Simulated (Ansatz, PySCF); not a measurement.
Potential energy curve for SeMg, lowest singlet found (which spin is the ground state isn't settled by this scan).

- RCCSD = CCSD on RHF/cc-pVDZ, cores with 3d frozen (Ansatz, a first-principles code)
- RMP2/6-31G* = PySCF 2.14.0 with restricted MP2 (frozen core)/6-31G*, spherical d
- RKS-B3LYP/6-31G* = restricted B3LYP/6-31G*, spherical d (PySCF)

Energies are in mEh, each relative to the lowest point of its own curve between 2.06 and 2.62 Å, where full CI is lowest.

| R / Å | RCCSD | RMP2/6-31G* | RKS-B3LYP/6-31G* |
|---|---|---|---|
| 1.88 | 66.9 | 65.7 | 61.0 |
| 2.06 | 16.3 | 15.5 | 14.1 |
| 2.16 | 4.4 | 3.9 | 3.5 |
| 2.25 | 0.0 | 0.0 | 0.0 |
| 2.36 | 0.2 | ? | 1.0 |
| 2.46 | 3.8 | ? | 5.2 |
| 2.58 | ? | ? | 12.8 |
| 2.62 | ? | ? | 15.7 |

Some entries are withheld; supply them.


- 2.36, RMP2/6-31G*: 1.3
- 2.46, RMP2/6-31G*: 6.5
- 2.58, RCCSD: 10.9
- 2.58, RMP2/6-31G*: 16.0
- 2.62, RCCSD: 13.6
- 2.62, RMP2/6-31G*: 19.7

The scan ran from 1.88 to 8.82 Å; beyond the distances shown full CI changes its symmetry label. The restricted form behind RMP2/6-31G*, RKS-B3LYP/6-31G* keeps the bonding electrons paired and can't separate into open-shell fragments.
